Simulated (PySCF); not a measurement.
C7H9 (doublet state).
Z-matrix (Å and degrees, GFN2-xTB geometry), rows numbered from 1:
```
C 
C   1  1.3233
C   2  1.4785  1  124.27
C   3  1.5192  2  116.14  1  -129.69
C   4  1.3232  3   98.36  2  -115.46
C   5  1.4764  4  139.29  3  -179.46
C   5  1.5236  4   90.60  3    -0.08
H   1  1.0778  2  121.70  3    -0.71
H   1  1.0763  2  121.97  3   179.15
H   2  1.0827  1  120.50  3  -178.75
H   3  1.0908  2  111.46  1     2.86
H   6  1.0909  5  110.38  4   116.16
H   6  1.0875  5  110.41  4    -4.15
H   6  1.0906  5  110.28  4  -124.66
H   7  1.0891  3  113.42  2  -128.71
H   7  1.0893  3  113.62  2    -0.73
```

The hyperfine couplings belong to this conformer and change with its torsions.

As a line formula: `CC1=[C][C@@H](C=C)C1` [radical].

Method used: PySCF 2.14.0, UKS B3LYP, pcH-1 on C H, non-relativistic, mean-field spin-orbit, GIAO. The structure is a single GFN2-xTB conformer in the gas phase; no vibrational or solvent corrections. The geometry wasn't refined by DFT: couplings that depend on bond lengths, twists or pyramidal angles can differ widely from those at the functional's own minimum. No stability test was run, so a lower SCF solution isn't excluded.

(1) Predict the first-order ENDOR lines of H16, H15, H12/H13/H14, H11, H9 and H8 under fast tumbling at B = 336.6 mT (X band).

(2) Which pairs are centred on the nuclear Larmor frequency, and which on half the coupling?

Results:

(1) ν± = |νn ± a/2|, one line for each electron-spin manifold; νn = |g_N| × 7.62259 MHz/T × B.

```tsv
nuclei	isotope	g_N	νn (MHz)	a_iso (MHz)	lower line (MHz)	upper line (MHz)
H16	1H	5.5857	14.33	20.46	4.10	24.56
H15	1H	5.5857	14.33	20.09	4.29	24.38
H12/H13/H14	1H	5.5857	14.33	-4.42	12.12	16.54
H11	1H	5.5857	14.33	-2.33	13.17	15.50
H9	1H	5.5857	14.33	-1.47	13.59	15.07
H8	1H	5.5857	14.33	-1.26	13.70	14.96
```

(2) Centred on νn, since |a| < 2νn: H16, H15, H12/H13/H14, H11, H9 and H8. No pair has |a| > 2νn.

Means are taken over nuclei equivalent by connectivity, which assumes that they swap fast. The three 1H nuclei of mean -4.4 MHz run from -8.9 to 3.5 MHz in the frozen geometry.

On Arm Neoverse V2, one thread, on a shared host, this took 63 s wall (with the writing of density and orbital grids) and 1.0 GiB of memory at its peak.
